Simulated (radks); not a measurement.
In XXVIII, configuration [Ar] 3d4 (the NIST ground configuration).

Calculated with a radial shooting solver on a logarithmic mesh with Libxc functionals: Dirac Kohn-Sham, BLYP, spin-unpolarised, spherical densities, finite nucleus; open shells fill j = l - 1/2 first; Fermi nuclear charge, rms radius 4.6156 fm.

Energy parts (eV):
| part | energy |
|---|---|
| total | -147576.284 |
| kinetic | 155718.644 |
| electron-nucleus | -331644.711 |
| Hartree | 31652.769 |
| exchange-correlation | -3302.986 |

Orbitals (lengths in bohr, moments of r in powers of bohr; r(max) is where P^2 peaks; r(90%) holds 90 % of the orbital's charge):
orbital  occ.  eigenvalue (eV)  r(90%)   r(max)      <r^4>      <r>
1s1/2       2        -28900.73  0.0534  0.01922  3.717e-06  0.02971
2s1/2       2        -5293.147   0.197   0.1085  0.0006303   0.1274
2p1/2       2        -5021.068   0.176  0.08365  0.0004062   0.1078
2p3/2       4        -4808.173   0.183  0.08805  0.0004725   0.1130
3s1/2       2        -1778.182   0.477   0.3041    0.02209   0.3272
3p1/2       2        -1673.486   0.469   0.2888    0.02029   0.3147
3p3/2       4        -1627.980   0.481   0.2976    0.02250   0.3236
3d3/2       4        -1456.712   0.444   0.2382    0.01596   0.2874
3d5/2       0        -1446.623   0.447   0.2406    0.01646   0.2902

The highest occupied level is 3d3/2 at -1456.7 eV. For comparison, the ionisation energy in NIST's Atomic Spectra Database is 1496 eV (theoretical). In exact Kohn-Sham theory the highest level is minus the ionisation energy, but local and semilocal functionals leave it too shallow, through self-interaction and a potential that decays too fast; potentials with the right tail come closer. Summed over all electrons, <r^2> = 1.473 bohr^2, which gives a Langevin (diamagnetic) susceptibility term of -1.17 x 10^-6 cm^3/mol. The density falls to 0.001 e/bohr^3 at r = 0.97 bohr. The electron density at the nucleus is 1.748e+05 e/bohr^3.

Beside tabulated values, note that spin-unpolarised runs miss the spin-polarisation part of the exchange energy of open shells.
